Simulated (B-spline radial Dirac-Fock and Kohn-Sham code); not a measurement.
## What relativity does to the binding energies of Rh¹⁸⁺

System: the Rh¹⁸⁺ ion, configuration 1s2 2s2 2p6 3s2 3p6 3d9.

Both columns are ΔSCF binding energies of the configuration average from a radial finite-basis atomic code: non-relativistic Hartree-Fock with a point nucleus, and Dirac-Fock with a finite nucleus and the Coulomb interaction alone, averaged over the two j levels with weights 2j+1.

```
shell  Hartree-Fock (eV)  Dirac-Fock (eV)  shift (eV)  shift (%)
   1s            23161.4          23825.8     +664.44      +2.87
   2s             3788.0           3949.7     +161.71      +4.27
   2p             3538.0           3584.8      +46.76      +1.32
   3s             1080.9           1116.4      +35.53      +3.29
   3p              980.7            992.8      +12.04      +1.23
   3d              803.5            800.8       -2.65      -0.33
```

Relativity binds 1s, 2s, 2p, 3s, 3p more strongly, among those listed most of all 2s in relative terms, and 3d more weakly, because the contracted s and p shells screen the nucleus better.

Values without a named source are computed, but for edge energies of neutral atoms, which are taken from tables.
